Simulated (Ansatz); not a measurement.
Consider the ligand exchange at a Ge–C bond: `C=N[CH2][GeH3]` + `O[Si](F)(Cl)Cl` → `F[Si](Cl)(Cl)[O][GeH3]` + `C=NC`.

Program: Ansatz. Geometries: PBE0-D4/def2-TZVP. ΔE: electronic, gas phase. CCSD(T)/CBS is the MP2 limit (def2-TZVPP, def2-QZVPP) plus CCSD(T) − MP2 in def2-TZVPP, frozen cores. DFT in def2-TZVPP. B3LYP here is the variant with VWN-RPA as its local correlation; programs differ in this. For Ge outer-core shells are correlated without core-valence functions, which leaves a few kJ/mol of doubt a bond. Scalar relativity is left out up to krypton. One conformer a species, not always the lowest.

```json
{"level": "PBE", "ΔE (kJ/mol)": "-51.4"}
{"level": "B3LYP", "ΔE (kJ/mol)": "-64.5"}
{"level": "MP2/def2-TZVPP", "ΔE (kJ/mol)": "-61.9"}
{"level": "HF/CBS(def2)", "ΔE (kJ/mol)": "-88.7"}
```

Q: What does CCSD(T)/CBS give? (An estimate is asked.)

A: Computed: -61.2 kJ/mol. The listed levels differ from it by 9.8, -3.3, -0.7, -27.5 kJ/mol.

Largest T1 diagnostic among the species: 0.012.

From PBE to PBE0 (25 % exact exchange), in def2-TZVPP and without D4, ΔE moves by −4.3 kJ/mol. In def2-TZVPP, CCSD(T) changes the Hartree–Fock value by +22.4 kJ/mol (the triples alone add +2.3 kJ/mol) and MP2 by +24.1 kJ/mol.
